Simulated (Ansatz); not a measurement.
One geometry of Li2I2⁻, several levels of theory.

```yaml
crystal:
  periodic: [false, false, false]
  atoms:
    - {symbol: Li, position_ang: [1.728741, -2.585516, 0.373190]}
    - {symbol: Li, position_ang: [-0.646792, 0.758844, -0.108852]}
    - {symbol: I, position_ang: [-2.942293, 1.778455, -0.257186]}
    - {symbol: I, position_ang: [1.860343, 0.048218, -0.007153]}
basis:
  gaussian: {orbitals: def2-TZVPD, initial_orbitals: start.molden}
total_charge: -1
magnetization: {spin_polarized: true, initial_magnetization: 1}
hamiltonian: {xc: pbe, dispersion: d4}
scf: {omitted_lower_state_checks: [starts]}
output: {orbitals: {seedname: orbitals}}
```

The file start.molden holds the orbitals of an earlier run on this structure, at another level or in another basis.

```sh
$ ansatz run in.yaml --threads 4 --pin off --events-out ev --progress --plain --max-ram 3916MiB
```

Shortened log:

```
Functional definition: PBE
1158 factors; their error is unknown
mean field evaluation 1: about -16615.5039 eV, gradient 4.7e0 eV
mean field evaluation 2: about -16615.5549 eV, gradient 7.0e-2 eV
mean field evaluation 4: about -16615.5420 eV, gradient 5.2e-4 eV
mean field -16615.54202017 eV, -610.6099068222 hartree, gradient 2.4e-5 eV, S^2 0.750157; 0 other end points of the search recorded, 0 dependent functions left out
reference -16615.54208077 eV, -610.6099090493 hartree; 29, 28 occupied and 123, 124 virtual orbitals, 1158 factors
Total energy: -16615.61692217 eV, -610.6126594201 hartree
Checks for a lower state left out: starts
```

It took 2.1 s on 4 threads of Arm Neoverse V1 on a shared host.

The first input with `gaussian: {orbitals: def2-SVPD, initial_orbitals: start.molden}`, `correlation: {method: ccsd_t}`, `scf: {omitted_lower_state_checks: [starts, cluster_reference]}` and without the key `hamiltonian` (abridged; 35 s):

```
Functional definition: HF
mean field evaluation 16: about -16556.5831 eV, gradient 1.3e-6 eV
mean field -16556.58305383 eV, -608.4432047731 hartree, gradient 2.6e-6 eV, S^2 0.750207
8 core orbitals not correlated: weight in the atoms' cores, before any rotation towards them, 1.000 or more for the frozen orbitals, at most 0.000 for the correlated occupied ones
second order -7.42197111 eV of doubles, -0.00000000 eV of singles
cycle   1  -7.72241548 eV  change   -3.0e-1 eV  update   5.6e-2
cycle   2  -7.84621630 eV  change   -1.2e-1 eV  update   1.9e-2
cycle   3  -7.86472689 eV  change   -1.9e-2 eV  update   9.1e-3
cycle   4  -7.86115889 eV  change    3.6e-3 eV  update   3.9e-3
cycle   5  -7.86057126 eV  change    5.9e-4 eV  update   1.6e-3
cycle   6  -7.86084135 eV  change   -2.7e-4 eV  update   5.1e-4
cycle   7  -7.86092821 eV  change   -8.7e-5 eV  update   1.7e-4
cycle   8  -7.86094672 eV  change   -1.9e-5 eV  update   6.2e-5
cycle   9  -7.86094455 eV  change    2.2e-6 eV  update   2.5e-5
perturbative correction -0.17873603 eV, -0.0065684279 hartree
Total energy: -16564.62273441 eV, -608.7386575850 hartree
Checks for a lower state left out: starts, cluster_reference
```

As the first input, with `gaussian: {orbitals: STO-3G}`, `hamiltonian: {xc: hf}` (abridged; 1.1 s):

```
Functional definition: HF
mean field -373239.18008344 eV, -13716.2868774638 hartree, gradient 1.1e-5 eV, S^2 0.750536
Total energy: -373239.18008344 eV, -13716.2868774638 hartree
Checks for a lower state left out: starts
```

The first input with `hamiltonian: {xc: r2scan, dispersion: d4}` (abridged; 6 s):

```
Functional definition: r2SCAN
mean field -16623.67653972 eV, -610.9088449019 hartree, gradient 2.0e-5 eV, S^2 0.750275
Total energy: -16623.69508807 eV, -610.9095265413 hartree
Checks for a lower state left out: starts
```

First input, but with `hamiltonian: {xc: {name: revPBE}, dispersion: d4}` (abridged; 2.2 s):

```
Functional definition: revPBE
mean field -16619.68083200 eV, -610.7620053517 hartree, gradient 1.5e-5 eV, S^2 0.750124
Total energy: -16619.81758121 eV, -610.7670307924 hartree
Checks for a lower state left out: starts
```

The first input with `hamiltonian: {xc: pbe0, dispersion: d4}` (abridged; 3.3 s):

```
Functional definition: PBE0
mean field -16617.34101880 eV, -610.6760188025 hartree, gradient 2.1e-5 eV, S^2 0.750138
Total energy: -16617.40875325 eV, -610.6785079977 hartree
Checks for a lower state left out: starts
```

First input, but with `hamiltonian: {xc: {name: r2SCAN0}, dispersion: d4}` (abridged; 7.5 s):

```
Functional definition: r2SCAN0
mean field -16622.39372013 eV, -610.8617021518 hartree, gradient 1.0e-5 eV, S^2 0.750200
Total energy: -16622.41818779 eV, -610.8626013217 hartree
Checks for a lower state left out: starts
```

Geometry: r2SCAN-D4/def2-TZVPD.

In the def2 sets I takes a core potential, while STO-3G treats all electrons; there is no spin–orbit coupling. Correlated methods freeze 8 core orbitals; core or outer-core shells of Li, I are correlated, in sets that lack core-valence functions. At PBE-D4/def2-TZVPD, r2SCAN-D4/def2-TZVPD, revPBE-D4/def2-TZVPD the highest occupied level of the charge -1 doublet lies above zero (up to 0.34 eV). By energy differences its removal costs 1.68 eV (vertical, to the charge 0 singlet, at PBE0-D4/def2-TZVPD). The structure comes from a short search, and lower isomers may exist.
